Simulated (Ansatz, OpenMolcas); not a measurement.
**Si2H4OF2 (SMILES O[SiH](F)[SiH2]F): methods side by side**

Si2H4OF2: 9 atoms, total charge 0, spin state singlet. As SMILES, `O[SiH](F)[SiH2]F`. Geometry: relaxed at PBE0-D4/def2-TZVP. This is one conformer, not always the lowest.

```xyz
9

O     0.8443    1.7667   -0.4850
Si    0.9694    0.1378   -0.4531
F     0.9867   -0.4597   -1.9385
Si   -0.8940   -0.7724    0.6683
F    -2.1339    0.2026    0.3338
H    -0.0142    2.1549   -0.6651
H     2.2846   -0.1639    0.1538
H    -1.2530   -2.1439    0.2266
H    -0.7015   -0.7683    2.1423
```

Each level gives the energy change with the Si2–H7 bond stretched from 1.480 to 1.702 Å (eV). The values are calculated.

```json
{"level": "HF/def2-SVP (restricted)", "kind": "Hartree–Fock", "program": "Ansatz", "value (eV)": "0.41", "CPU time (all runs)": "5.9 s"}
{"level": "SVWN5/def2-SVP (restricted)", "kind": "LDA", "program": "OpenMolcas", "value (eV)": "0.26", "CPU time (all runs)": "44 s"}
{"level": "revPBE/def2-SVP (restricted)", "kind": "GGA", "program": "Ansatz", "value (eV)": "0.26", "CPU time (all runs)": "15 s"}
{"level": "TPSS/def2-SVP (restricted)", "kind": "meta-GGA", "program": "OpenMolcas", "value (eV)": "0.32", "CPU time (all runs)": "69 s"}
{"level": "BHLYP/def2-SVP (restricted)", "kind": "global hybrid", "program": "OpenMolcas", "value (eV)": "0.38", "CPU time (all runs)": "51 s"}
{"level": "HSE06/def2-SVP (restricted)", "kind": "range-separated hybrid", "program": "Ansatz", "value (eV)": "0.32", "CPU time (all runs)": "20 s"}
{"level": "wB97M-V/def2-SVP (restricted)", "kind": "range-separated hybrid", "program": "Ansatz", "value (eV)": "0.35", "CPU time (all runs)": "3.5 min"}
{"level": "B2PLYP/def2-SVP (restricted)", "kind": "double hybrid", "program": "Ansatz", "value (eV)": "0.35", "CPU time (all runs)": "28 s"}
{"level": "MP2/def2-SVP (restricted)", "kind": "perturbation theory", "program": "OpenMolcas", "value (eV)": "0.38", "CPU time (all runs)": "17 s"}
```

The first shape isn't each level's own minimum. The values span 0.26 to 0.41 eV. CPU times are rough (shared hosts, several kinds of processor and program).
